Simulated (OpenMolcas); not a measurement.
Dy3+ with 2 ligands (chloride) in linear coordination (D∞h) at 2.41 Å. Ligand basis ANO-RCC-VDZP.

- Program: OpenMolcas 26.06
- Method: CASSCF
- Basis: ANO-RCC-VDZP [7s6p4d2f1g]
- Scalar Hamiltonian: DKH2, point nucleus
- Active space: 9 electrons in 7 orbitals (4f)
- State averaging: 2S+1 = 6 odd, 21 roots; 2S+1 = 4 odd, 113 roots kept (CI in the orbitals of an earlier block, 108 in the spin-orbit step); 2S+1 = 2 odd, 80 roots kept (CI in the orbitals of an earlier block, 40 in the spin-orbit step)
- Spin-orbit coupling: state interaction with AMFI integrals over the reference wave functions

(1) What is the spin-free ground state (labels by Λ)?

(2) Where is the first state of the same spin?

(3) What are the lowest two levels with spin-orbit coupling?

(4) What is χT at 300 K, and how does it compare with the textbook value?

## Answers

(1) 6H, 2-fold in its orbital part; it has the highest spin that f9 allows.

(2) 6Γ at 924 cm-1 above the ground state.

(3) A 2-fold level with g = 0.00, 0.00, 19.91, then a 2-fold level 551.7 cm-1 above it. Their leading multiplicities are 6 (95 %) and 6 (95 %).

(4) Hund's rules give f9 the level 6H15/2 with g = 1.333, so an isolated free-ion multiplet has χT = g² J(J+1) / 8 = 14.167 cm3 K/mol. The computed 13.478 at 300 K differs by -5 %, through the field's splitting, the mixing of terms and any other multiplet in reach.

High states are left out of the spin-orbit mixing, which shifts the levels that they would mix with. Without dynamic correlation the ligand-field splitting of an f shell can come out too small, at times by half. The first state left out of the spin-orbit step lies near 43000 cm-1 above the lowest spin-free state of the reference (among the parities and spins computed), and the lists stop at four fifths of that energy or lower. No measured value stands beside these numbers; the geometry is a model, was not optimised and need not be the one that this ion takes.
